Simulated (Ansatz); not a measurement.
All numbers were calculated with Ansatz.

A structure relaxed at PBE0-D4/def2-TZVP, charge 0, multiplicity 2:

```xyz
10

C    -0.7718   -1.3465    0.4992
Ge    0.8314   -0.4145   -0.1470
C     0.3865    1.4097   -0.7221
H    -1.2034   -0.7956    1.3395
H    -0.5233   -2.3539    0.8335
H    -1.5176   -1.4129   -0.2938
H     1.9051   -0.3694    0.9736
H    -0.3484    1.3849   -1.5275
H    -0.0352    1.9674    0.1188
H     1.2768    1.9308   -1.0744
```

Q: Give its formula and SMILES.

A: C2H7Ge, `[CH3][GeH][CH3]`.

Q: Point group (tolerance 0.08 Å, 0.16 Å for H)?

A: Cs.

Q: Summarise the bond lengths by kind.

A: 2 × C–Ge 1.964 Å; 6 × C–H 1.090 to 1.094 Å; 1 × Ge–H 1.553 Å.
